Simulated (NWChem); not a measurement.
System: BeF$_{2}$; SMILES [Be]([F])[F]

Results from NWChem. Structure relaxed at the PBE0-D3(BJ)/def2-TZVP level. Vertical excitations in the gas phase; the lowest state need not have the same character in each row.

For level Hartree-Fock/aug-cc-pVDZ, TDHF:

```
Property                         Result
-------------------------------  ------
lowest excitation, singlet (eV)   11.86
orbital gap (eV)                  17.79
```

### Question
How do the values read with level PBE/aug-cc-pVDZ, full TDDFT instead?

### Answer
| Item | Result |
|---|---|
| lowest excitation, singlet (eV) | 8.40 |
| orbital gap (eV) | 8.35 |
